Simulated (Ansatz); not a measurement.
Basis sets compared for GeTe2 (the lowest singlet isomer of a short search). Charge 0, multiplicity 1. Geometry r2SCAN-D4/def2-TZVP. Ansatz on 4 threads of Arm Neoverse V1 on a shared host; times are rough, and most runs start from earlier orbitals.

Cartesian coordinates in Å:
```
Ge -1.352 0.289 -0.365
Te 0.228 -0.754 1.361
Te 1.124 0.465 -0.996
```

In the def2 sets Te takes a core potential; there is no spin–orbit coupling. The structure comes from a short search, and lower isomers may exist.

Binding counts from free atoms (Ge triplet, Te triplet) in the same basis, without a counterpoise term.

```tsv
level	functions	energy (Eh)	HOMO (eV)	LUMO (eV)	binding per atom (eV)	wall time
PBE-D4/def2-SVP	84	-2612.5350	-4.80	-3.46	2.42	0.75 s
PBE-D4/def2-TZVP	148	-2612.8186	-4.87	-3.49	2.45	1.4 s
r2SCAN-D4/def2-TZVP	148	-2613.3309	-5.09	-3.49	2.28	3.3 s
PBE0-D4/def2-SVP	84	-2612.6141	-5.74	-2.86	2.24	1.3 s
PBE0-D4/def2-TZVP	148	-2612.8967	-5.78	-2.85	2.29	2.3 s
```

Question: Estimate the rows for PBE-D4/def2-TZVPD, r2SCAN-D4/def2-TZVPD, PBE0-D4/def2-TZVPD.

Answer: 
```tsv
level	functions	energy (Eh)	HOMO (eV)	LUMO (eV)	binding per atom (eV)	wall time
PBE-D4/def2-TZVPD	172	-2612.8197	-4.89	-3.52	2.46	1.9 s
r2SCAN-D4/def2-TZVPD	172	-2613.3320	-5.10	-3.51	2.28	4.4 s
PBE0-D4/def2-TZVPD	172	-2612.8978	-5.80	-2.88	2.29	3.2 s
```
